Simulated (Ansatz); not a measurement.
Cost and result for the atomization energy of `CCBB[SiH3]` (15 atoms, 14 bonds).

Z-matrix (Å, degrees):
```
C
C 1 1.525
H 1 1.093 2 111.8
H 1 1.093 2 111.1 3 -119.9
H 1 1.092 2 111.0 3 120.8
B 2 1.565 1 116.8 3 -173.9
H 2 1.095 1 111.0 3 55.0
H 2 1.106 1 109.3 3 -59.5
B 6 1.624 2 129.2 1 -157.5
H 6 1.213 2 116.9 1 29.2
Si 9 2.016 6 121.1 2 -82.9
H 9 1.200 6 123.6 2 98.7
H 11 1.490 9 112.2 6 -132.6
H 11 1.489 9 114.6 6 -8.9
H 11 1.494 9 106.2 6 109.7
```

Total charge 0; spin multiplicity 1. The structure was optimised at the PBE0-D4/def2-TZVP level. It is one conformer, not always the lowest. Program: Ansatz. All runs use 4 threads of an Arm Neoverse V2 on a shared host. Times are those of one run each, without the atoms' runs, and a repeat can differ threefold. Electronic energies, without spin–orbit coupling; frozen cores. CCSD(T)/CBS adds CCSD(T) − MP2 in def2-TZVPP to the MP2 limit, and its time is that of the two runs behind it. T1 = 0.013. B3LYP takes the VWN-RPA correlation (the form of Gaussian; ORCA's B3LYP/G).

CCSD(T)/CBS is a level of theory with its own doubt, some kJ/mol a heavy atom from the limit and from the frozen cores, so smaller differences don't rank the functionals.

| level | functions | atomization (kJ/mol) | difference from CCSD(T)/CBS | per bond |
| --- | --- | --- | --- | --- |
| B2PLYP/def2-TZVPP | 306 | 5228.8 | -23.9 | -1.7 |
| ωB97X-V/def2-TZVPP | 306 | 5297.0 | 44.3 | 3.2 |
| r2SCAN-D4/def2-TZVPP (with forces) | 306 | 5309.0 | 56.3 | 4.0 |
| B3LYP-D4/def2-TZVPP (with forces) | 306 | 5298.9 | 46.2 | 3.3 |
| ωB97M-V/def2-TZVPP (with forces) | 306 | 5291.1 | 38.4 | 2.7 |
| CCSD(T)/def2-TZVPP | 306 | 5147.9 | -104.8 | -7.5 |
| PBE-D4/def2-TZVPP (with forces) | 306 | 5329.0 | 76.3 | 5.4 |
| PBE0-D4/def2-TZVPP | 306 | 5297.6 | 44.9 | 3.2 |
| CCSD(T)/CBS(def2) | – | 5252.7 | 0.0 | 0.0 |
| MP2/def2-QZVPP | 598 | 5226.7 | -26.0 | -1.9 |

Order the runs by time, with rough figures. (Best estimate.)

Ansatz gave: PBE-D4/def2-TZVPP (with forces) 2.7 s; PBE0-D4/def2-TZVPP 2.9 s; r2SCAN-D4/def2-TZVPP (with forces) 4.7 s; B3LYP-D4/def2-TZVPP (with forces) 4.8 s; B2PLYP/def2-TZVPP 6 s; ωB97X-V/def2-TZVPP 8 s; ωB97M-V/def2-TZVPP (with forces) 13 s; MP2/def2-QZVPP 27 s; CCSD(T)/def2-TZVPP 12 min; CCSD(T)/CBS(def2) 13 min.

In def2-TZVPP, CCSD(T) changes the Hartree–Fock value by +1034.6 kJ/mol (the triples alone add +48.3 kJ/mol) and MP2 by +1051.8 kJ/mol; breaking electron pairs costs correlation energy, which Hartree–Fock lacks. From PBE to PBE0 (25 % exact exchange), in def2-TZVPP and without D4, the atomization energy moves by −27.4 kJ/mol: exact exchange takes away binding that semilocal exchange gives to molecules. The D4 term adds +42.1 kJ/mol with B3LYP and +22.4 kJ/mol with PBE0; it sums over pairs of atoms, weighted by their polarisabilities, and B3LYP, whose exchange is more repulsive, gets the larger term.
